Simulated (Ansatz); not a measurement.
Geometry optimisation, RHF/def2-SVP in Ansatz.

input.yaml

```yaml
crystal:
  periodic: [false, false, false]
  atoms:
    - { symbol: Zr, position_ang: [-0.402948, -0.184382, -0.451563] }
    - { symbol: F, position_ang: [-0.368034, 0.884908, 2.53332] }
    - { symbol: F, position_ang: [1.413313, -0.552656, -0.044828] }
    - { symbol: F, position_ang: [-0.784723, 1.639857, -0.811502] }
    - { symbol: F, position_ang: [-0.937675, -1.23831, -1.933587] }
    - { symbol: H, position_ang: [-1.447994, -0.77128, 0.965427] }
    - { symbol: H, position_ang: [-0.993439, 0.221864, 2.480533] }
basis:
  gaussian: { orbitals: def2-SVP }
hamiltonian:
  xc: hf
relax:
  f_tol: 0.03
  max_steps: 50
output:
  orbitals: {}
```

Command:

```bash
$ ansatz run input.yaml --threads 1 --pin off --max-ram 2048MiB --backend cpu --events-out ev --progress --plain --runs-dir out
```

Task: Where does it end, and by what steps?

Result: The forces met the threshold. After 9 steps the energy has fallen by 0.289 eV; F2 moved furthest, 0.59 Å. Joined: Zr1–F2 (3.17 → 2.45 Å).

| step | energy less start (eV) | largest force component (eV/Å) | accepted |
| --- | --- | --- | --- |
| 0 | 0.0000 | 0.321 | yes |
| 1 | 0.0045 | 2.269 | no |
| 2 | -0.0393 | 0.652 | yes |
| 3 | -0.0852 | 0.795 | yes |
| 4 | -0.1722 | 0.845 | yes |
| 5 | -0.2552 | 0.325 | yes |
| 6 | -0.2603 | 0.609 | yes |
| 7 | -0.2872 | 0.118 | yes |
| 8 | -0.2882 | 0.048 | yes |
| 9 | -0.2887 | 0.018 | yes |

```xyz
7
Properties=species:S:1:pos:R:3
Zr -0.450 -0.179 -0.276
F -0.257 0.789 1.966
F 1.361 -0.608 0.146
F -0.911 1.639 -0.628
F -0.777 -1.075 -1.919
H -1.686 -1.047 0.820
H -0.800 0.482 2.629
```

Run time: 21 s on 1 thread of Arm Neoverse V2, with other jobs on the host, peak memory 0.18 GiB.
